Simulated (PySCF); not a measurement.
Fill in the blanks.

Aluminum trichloride, AlCl₃.
SMILES: `[Cl][Al]([Cl])[Cl]`

| property | level | value |
| --- | --- | --- |
| point group | PBE0-D3(BJ)/def2-TZVP | ? |
| rotational constants A, B, C | PBE0-D3(BJ)/def2-TZVP | ? |
| dipole moment | CAM-B3LYP/aug-cc-pVTZ | 0.00 D by symmetry (numerical residue 0.01 D) |
| HOMO energy | CAM-B3LYP/aug-cc-pVTZ | -10.80 eV |
| LUMO energy | CAM-B3LYP/aug-cc-pVTZ | -0.70 eV |
| lowest singlet excitation | TDDFT CAM-B3LYP/aug-cc-pVTZ | ? |
| lowest triplet excitation (Tamm–Dancoff) | TDA CAM-B3LYP/aug-cc-pVTZ | 6.53 eV |
| static isotropic polarisability | CAM-B3LYP/aug-cc-pVTZ | 62.4 au |
| electronic spatial extent ⟨r²⟩ about the centre of nuclear charge | CAM-B3LYP/aug-cc-pVTZ | ? |
| isotropic shieldings of nuclei other than C and H, by class | GIAO PBE0/pcSseg-2 | 406 (1 Al), 915 (3 Cl) ppm |

Electronic properties: PySCF, gas phase, density fitting. Isolated species at its PBE0-D3(BJ)/def2-TZVP geometry, gas phase.

What is the lowest singlet excitation?

6.80 eV (182 nm, f = 0.000).

Give the electronic spatial extent ⟨r²⟩ about the centre of nuclear charge.

894 bohr².

Give the point group.

D3h.

What are the rotational constants A, B, C?

2.254, 2.250, 1.126 GHz.

The rotational constants are those of an oblate symmetric top; the small spread among constants that symmetry makes equal is optimisation noise. The principal polarisabilities are 50.2, 68.5 and 68.5 au; their mean is the isotropic value. With B = h/(8π²I), that is 505.379 GHz u Å² over I, the principal moments of inertia are 224.2, 224.6 and 448.9 u Å² (most abundant isotopes). The vertical singlet–triplet gap S1 − T1 is 0.27 eV (TDDFT singlet less Tamm–Dancoff triplet; S1: HOMO→LUMO, weight 0.92; T1: HOMO→LUMO, weight 0.89). The 10 singlets span 6.80 to 7.83 eV, and their oscillator strengths add up to 0.34. No computed singlet falls in the visible range (750 to 380 nm, 1.65 to 3.26 eV); S1 lies 3.54 eV above its blue end.
